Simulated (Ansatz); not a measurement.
```yaml
crystal:
  periodic: [false, false, false]
  atoms:
    - {symbol: C, position_ang: [-1.221976, -0.430776, 0.040440]}
    - {symbol: C, position_ang: [0.227677, -0.401057, -0.334487]}
    - {symbol: O, position_ang: [1.156768, -0.432898, 0.838396]}
    - {symbol: Al, position_ang: [1.466501, 0.989837, -0.034322]}
    - {symbol: Br, position_ang: [2.784324, 2.776187, 0.114526]}
    - {symbol: H, position_ang: [-1.844651, -0.339379, -0.853740]}
    - {symbol: H, position_ang: [-1.494520, 0.371484, 0.729157]}
    - {symbol: H, position_ang: [-1.464639, -1.384632, 0.524126]}
    - {symbol: H, position_ang: [0.479017, -1.195066, -1.041197]}
basis:
  gaussian: {orbitals: aug-cc-pVTZ}
magnetization: {spin_polarized: true, initial_magnetization: 2}
hamiltonian: {xc: {name: HF}}
correlation: {method: mp2, frozen_orbitals: {C: 9}}
```

```sh
$ ansatz run in.yaml --threads 4 --pin off --events-out ev --progress --plain --max-ram 10444MiB
```

Output, abridged:

```
Functional definition: HF
Error: "frozen_orbitals" has no count for O
```

**Question.** Something in this input is off. What?

**Answer.** Frozen orbitals are typed for one element alone, and the program wants a count for each. The input was rejected before any iteration.
